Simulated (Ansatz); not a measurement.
Stepwise reaction of `CB(C)O` with methanol, as a gas-phase model of exchange steps in deposition or etching. ΔE in kJ/mol.

Computed with Ansatz on PBE0-D4/def2-TZVP structures; ΔE is electronic, products minus reactants. CBS: MP2 limit from def2 TZ/QZ plus the TZ coupled-cluster correction, frozen cores. This one scheme is used for every species. Functionals use def2-TZVPP. B3LYP here is the variant with VWN-RPA as its local correlation; programs differ in this. One conformer a species, not always the lowest.

```json
{"step": "2", "reaction": "`COB(C)O` + CH₃OH → `COB(O)OC` + CH₄", "PBE-D4": "-117.7", "B3LYP-D4": "-129.0", "ωB97M-V": "-125.3", "CCSD(T)/CBS": "-124.5"}
```

Problem. Give the row of step 1, `CB(C)O` + CH₃OH → `COB(C)O` + CH₄. (An estimate is asked.)

Solution. The calculation gave: 
```
step                            reaction  PBE-D4  B3LYP-D4  ωB97M-V  CCSD(T)/CBS
   1  `CB(C)O` + CH₃OH → `COB(C)O` + CH₄  -132.9    -141.9   -138.8       -137.2
```

Problem. By hand: ΔE of the 2 steps together at CCSD(T)/CBS.

Solution. (-137.2) + (-124.5) = -261.7 kJ/mol, or -130.8 kJ/mol a step.

In ΔE each step is higher than the one before. All are downhill at CCSD(T)/CBS. PBE-D4 differs from CCSD(T)/CBS by 4.3 to 6.8 kJ/mol a step. Isolated molecules leave out the surface, adducts and barriers. Largest T1 diagnostic: 0.012.
